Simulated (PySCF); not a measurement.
Level of theory: PySCF with PBE-D3(BJ)/def2-TZVP // M06-2X/def2-TZVP. Isolated molecules, 0 K electronic values unless said otherwise. One relaxed conformer stands for a flexible species; it need not be the lowest. 

Reference species (SMILES): `CCC(B)=C` (neutral, multiplicity 1).

The HOMO–LUMO gap comes out as 3.99 eV and the LUMO is -2.92 eV. The HOMO comes out as -6.90 eV and the S1 oscillator strength comes out as 0.002.

Changed species: `B/C=C/CC`.

Task: Give the shifts of the HOMO–LUMO gap, LUMO, HOMO and S1 oscillator strength.

Result: the HOMO–LUMO gap rises by 0.21 eV, to 4.20 eV; the LUMO rises by 0.18 eV, to -2.74 eV; the HOMO falls by 0.04 eV, to -6.94 eV; the S1 oscillator strength hardly moves.
